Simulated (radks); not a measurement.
Spherical jellium clusters: N electrons in a uniform positive sphere of charge N and radius rs N^(1/3), rs = 4.43 bohr. Calculated with a radial shooting solver with Libxc functionals: non-relativistic Kohn-Sham, PBEsol, spin-polarised, spherical densities. Levels are named by radial order and angular momentum (1s, 1p, 1d, 2s, ...), and open shells are averaged over m.

N = 12, configuration 1s2 1p6 1d(up 4, down 0). This is the lowest configuration that the search found. Occupied levels:

level,occupation,eigenvalue (eV),<r> (bohr)
1s up,1,-4.3806,6.736
1s down,1,-4.1683,6.072
1p up,3,-3.6057,7.832
1p down,3,-3.2146,7.501
1d up,4,-2.5905,8.721

Energy (eV): total -21.3691, kinetic 18.086, external -457.04, Hartree 225.81, exchange-correlation -40.039, background 231.81.
